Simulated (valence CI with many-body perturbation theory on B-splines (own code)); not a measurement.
## E1 transitions of Ar11+

Computed by valence CI with perturbative core correlation (CI+MBPT): five valence electrons over a frozen Dirac-Fock core [He], a basis of 9 s, 9 p, 8 d, 6 f, 3 g, 1 h functions for each j, with the one-electron correlation potential Σ1 (screened to all orders), the two-electron term Σ2, the three-electron term Σ3, Breit, model QED; selected single and double excitations, second order for the rest, scaled by the run's own slope (own B-spline code, finite nucleus).

No measured spectrum was set against this ion. As an estimate, levels of excited configurations hold to 0.05 to 0.15 % of their energy, terms of the ground configuration to about 0.5 %. Among the levels kept, up to 2400 cm⁻¹ of a level comes from second order outside the variational space, and about a tenth of that is noise between levels of different J, which matters for small intervals.

Lines 51 to 100 of 267 in falling wavelength, among levels below 406.53 eV, chosen from the strongest by gf and those to the six lowest levels. Wavelengths and rates use the calculated energies, so an error of 400 cm⁻¹ moves a line at 655.2 Å by 0.26 % and its rate by three times that or more. Electric multipoles are in the length gauge, E1 and E2 with the static RPA response of the core. Weak lines are less certain than strong ones. Lines between different terms over intervals too small for the method are left out, as are lines whose strength nearly cancels. The highest levels of a list are the least certain.

Names give the largest LS component (configuration and term), which can be under half, so a name can repeat, a term be missing and a line seem to break the LS rules; names also repeat where a configuration has a term twice. Letters in brackets count levels of one name in rising energy.

| λ vac (Å) | Upper | Lower | A (s⁻¹) | S (a.u.) with core polarisation | S without |
| --- | --- | --- | --- | --- | --- |
| 655.2 | 2s²2p²3d ²G_9/2 | 2s²2p²3p ²F°_7/2 | 1.74e+09 | 2.42e+00 | 2.42e+00 |
| 654.2 | 2s²2p²3d ⁴D_1/2 | 2s²2p²3p ⁴P°_1/2 | 8.23e+08 | 2.27e-01 | 2.27e-01 |
| 653.6 | 2s²2p²3d ²F_5/2 [b] | 2s²2p²3p ²D°_3/2 [b] | 5.25e+08 | 4.34e-01 | 4.34e-01 |
| 653.4 | 2s²2p²3p ²P°_1/2 [a] | 2s²2p²3s ²P_1/2 | 7.24e+08 | 1.99e-01 | 1.99e-01 |
| 653.3 | 2s²2p²3p ⁴S°_3/2 | 2s²2p²3s ⁴P_5/2 | 1.18e+09 | 6.51e-01 | 6.51e-01 |
| 651.2 | 2s²2p²3d ⁴D_7/2 | 2s²2p²3p ⁴P°_5/2 | 1.19e+09 | 1.30e+00 | 1.30e+00 |
| 649.4 | 2s²2p²3p ²D°_5/2 [a] | 2s²2p²3s ⁴P_5/2 | 1.57e+08 | 1.28e-01 | 1.28e-01 |
| 647.3 | 2s²2p²3d ²G_7/2 | 2s²2p²3p ²F°_5/2 | 1.77e+09 | 1.89e+00 | 1.89e+00 |
| 646.6 | 2s²2p²3d ⁴P_1/2 | 2s²2p²3p ⁴S°_3/2 | 1.01e+09 | 2.70e-01 | 2.70e-01 |
| 646.1 | 2s²2p²3p ²D°_3/2 [b] | 2s²2p²3s ²D_3/2 | 9.87e+08 | 5.26e-01 | 5.26e-01 |
| 643.8 | 2s²2p²3d ⁴D_5/2 | 2s²2p²3p ⁴P°_3/2 | 1.12e+09 | 8.82e-01 | 8.82e-01 |
| 642.9 | 2s²2p²3p ²D°_3/2 [b] | 2s²2p²3s ²D_5/2 | 5.45e+08 | 2.86e-01 | 2.86e-01 |
| 638.9 | 2s²2p²3p ²D°_5/2 [b] | 2s²2p²3s ²D_5/2 | 1.46e+09 | 1.13e+00 | 1.13e+00 |
| 636.1 | 2s²2p²3d ⁴D_7/2 | 2s²2p²3p ⁴D°_7/2 | 5.13e+08 | 5.21e-01 | 5.21e-01 |
| 629.7 | 2s²2p²3d ⁴D_3/2 | 2s²2p²3p ⁴P°_3/2 | 4.08e+08 | 2.01e-01 | 2.01e-01 |
| 628.7 | 2s²2p²3d ⁴D_3/2 | 2s²2p²3p ⁴P°_1/2 | 6.94e+08 | 3.41e-01 | 3.41e-01 |
| 625.0 | 2s²2p²3d ²P_1/2 [b] | 2s²2p²3p ²D°_3/2 [b] | 5.02e+08 | 1.21e-01 | 1.21e-01 |
| 624.1 | 2s²2p²3d ⁴F_3/2 | 2s²2p²3p ²S°_1/2 | 3.00e+08 | 1.44e-01 | 1.44e-01 |
| 616.1 | 2s²2p²3d ⁴D_5/2 | 2s²2p²3p ⁴D°_5/2 | 3.47e+08 | 2.40e-01 | 2.40e-01 |
| 611.0 | 2s²2p²3p ⁴S°_3/2 | 2s²2p²3s ⁴P_3/2 | 5.02e+08 | 2.26e-01 | 2.26e-01 |
| 605.6 | 2s²2p²3d ²D_5/2 [b] | 2s²2p²3p ²F°_7/2 | 1.86e+08 | 1.22e-01 | 1.22e-01 |
| 592.0 | 2s²2p²3d ²F_7/2 [b] | 2s²2p²3p ²F°_7/2 | 5.58e+08 | 4.57e-01 | 4.57e-01 |
| 589.8 | 2s²2p²3d ⁴P_5/2 | 2s²2p²3p ⁴P°_5/2 | 1.05e+09 | 6.38e-01 | 6.38e-01 |
| 583.7 | 2s²2p²3p ²P°_1/2 [b] | 2s²2p²3s ²D_3/2 | 1.88e+09 | 3.69e-01 | 3.69e-01 |
| 581.9 | 2s²2p²3d ²D_3/2 [a] | 2s²2p²3p ²P°_1/2 [a] | 1.20e+09 | 4.66e-01 | 4.66e-01 |
| 578.4 | 2s²2p²3d ²D_3/2 [a] | 2s²2p²3p ²P°_3/2 [a] | 3.74e+08 | 1.43e-01 | 1.43e-01 |
| 575.6 | 2s²2p²3d ⁴P_3/2 | 2s²2p²3p ⁴P°_5/2 | 5.88e+08 | 2.21e-01 | 2.21e-01 |
| 571.2 | 2s²2p²3d ²D_5/2 [a] | 2s²2p²3p ²P°_3/2 [a] | 1.76e+09 | 9.69e-01 | 9.69e-01 |
| 563.8 | 2s²2p²3d ²P_3/2 [a] | 2s²2p²3p ²S°_1/2 | 1.02e+09 | 3.60e-01 | 3.60e-01 |
| 559.6 | 2s²2p²3d ²F_5/2 [b] | 2s²2p²3p ²F°_5/2 | 5.52e+08 | 2.87e-01 | 2.86e-01 |
| 551.8 | 2s²2p²3p ²P°_3/2 [b] | 2s²2p²3s ²D_3/2 | 1.09e+09 | 3.63e-01 | 3.63e-01 |
| 549.4 | 2s²2p²3p ²P°_3/2 [b] | 2s²2p²3s ²D_5/2 | 1.56e+09 | 5.11e-01 | 5.11e-01 |
| 548.9 | 2s²2p²3d ⁴P_1/2 | 2s²2p²3p ⁴P°_3/2 | 7.57e+08 | 1.24e-01 | 1.24e-01 |
| 538.4 | 2s²2p²3d ²D_5/2 [a] | 2s²2p²3p ²D°_5/2 [a] | 2.41e+08 | 1.11e-01 | 1.11e-01 |
| 511.4 | 2s²2p²3d ²P_1/2 [a] | 2s²2p²3p ²S°_1/2 | 7.40e+08 | 9.77e-02 | 9.77e-02 |
| 505.3 | 2s²2p²3d ²D_3/2 [a] | 2s²2p²3p ²D°_3/2 [a] | 5.92e+08 | 1.51e-01 | 1.51e-01 |
| 492.5 | 2s²2p²3p ²D°_5/2 [b] | 2s²2p²3s ²P_3/2 | 1.54e+09 | 5.46e-01 | 5.46e-01 |
| 465.9 | 2s²2p²3p ²D°_3/2 [b] | 2s²2p²3s ²P_1/2 | 1.48e+09 | 2.96e-01 | 2.96e-01 |
| 461.8 | 2s²2p²3d ²D_5/2 [b] | 2s²2p²3p ²D°_5/2 [a] | 5.98e+08 | 1.74e-01 | 1.74e-01 |
| 457.4 | 2s²2p²3p ²P°_1/2 [b] | 2s²2p²3s ²P_3/2 | 1.06e+09 | 1.00e-01 | 1.00e-01 |
| 441.8 | 2s²2p²3d ²F_5/2 [b] | 2s²2p²3p ²D°_5/2 [a] | 4.30e+08 | 1.10e-01 | 1.10e-01 |
| 437.5 | 2s²2p²3p ²P°_3/2 [b] | 2s²2p²3s ²P_3/2 | 1.45e+09 | 2.39e-01 | 2.40e-01 |
| 435.4 | 2s²2p²3d ²D_3/2 [b] | 2s²2p²3p ²D°_3/2 [a] | 7.61e+08 | 1.24e-01 | 1.24e-01 |
| 432.5 | 2s2p³3p ⁴P_5/2 | 2s²2p²3p ⁴S°_3/2 | 1.15e+09 | 2.77e-01 | 2.77e-01 |
| 432.5 | 2s²2p²3p ²P°_1/2 [b] | 2s²2p²3s ²P_1/2 | 1.09e+09 | 8.72e-02 | 8.72e-02 |
| 431.1 | 2s2p³3p ⁴P_3/2 | 2s²2p²3p ⁴S°_3/2 | 1.22e+09 | 1.93e-01 | 1.93e-01 |
| 429.5 | 2s2p³3p ⁴P_1/2 | 2s²2p²3p ⁴S°_3/2 | 1.27e+09 | 9.92e-02 | 9.93e-02 |
| 342.9 | 2s2p⁴ ⁴P_5/2 | 2s²2p³ ²P°_3/2 | 4.19e+06 | 5.00e-04 | 5.02e-04 |
| 329.2 | 2s2p⁴ ⁴P_3/2 | 2s²2p³ ²P°_3/2 | 1.02e+07 | 7.19e-04 | 7.23e-04 |
| 287.7 | 2s2p⁴ ⁴P_5/2 | 2s²2p³ ²D°_5/2 | 1.22e+07 | 8.63e-04 | 8.67e-04 |
